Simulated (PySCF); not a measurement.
Problem. What does the GFN2-xTB structure of `C=C/C=C\N([SiH2])[SiH3]` [radical] look like in three dimensions? (Doublet state.)

Solution. 
```xyz
17
C4H10NSi2 angstrom
C      3.1076    0.3926    0.0464
C      1.8037    0.2650    0.2915
C      1.0671   -0.9478    0.0724
C     -0.2595   -1.1480    0.1652
N     -1.2743   -0.2357    0.3582
Si    -2.7046   -0.7558    1.2237
Si    -1.2119    1.4373   -0.1518
H      3.6823   -0.4154   -0.3762
H      3.6402    1.3049    0.2520
H      1.2605    1.0969    0.7188
H      1.6666   -1.8178   -0.1634
H     -0.6126   -2.1707    0.0793
H     -3.8763   -0.4032    0.4303
H     -2.5721   -2.1804    1.5103
H     -2.5789    1.7630   -0.5635
H     -0.2989    1.5330   -1.2840
H     -0.8459    2.2941    0.9788
```

Any rigid rotation of these coordinates is as good. Atoms count from 1 in this order. Si7 (silicon bonded to N and 3 H) is distorted tetrahedral (angles from 105.1° to 113.9°). N5 (nitrogen bonded to C and 2 Si) is planar (angles 124.4°, 118.3° and 117.2°, sum 360.0°, 0.02 Å off the plane of its three neighbours). C3 (carbon bonded to 2 C and H) is planar (angles 128.4°, 116.2° and 115.3°, sum 360.0°, 0.01 Å off the plane of its three neighbours). The 3 C–C bonds span 1.333 Å (C1=C2, drawn double) to 1.436 Å (C2–C3, drawn single), a spread of 0.103 Å.

Bonds between heavy atoms (Å): C1=C2 1.333, C2–C3 1.436, C3=C4 1.345, C4–N5 1.378, N5–Si6 1.751, N5–Si7 1.750.

Computed geometry: GFN2-xTB, gas phase. This method treats the open shell by occupation alone, without spin polarisation.

Point group: C1 (no symmetry element, even within 0.4 Å). No GFN2-xTB frequencies stand behind this structure, so it isn't proved a minimum. Torsions: C1–C2–C3–C4 -173°, C3–C4–N5–Si6 -149°, C4–N5–Si6–H -129° and -4°.

One conformer stands for the species.
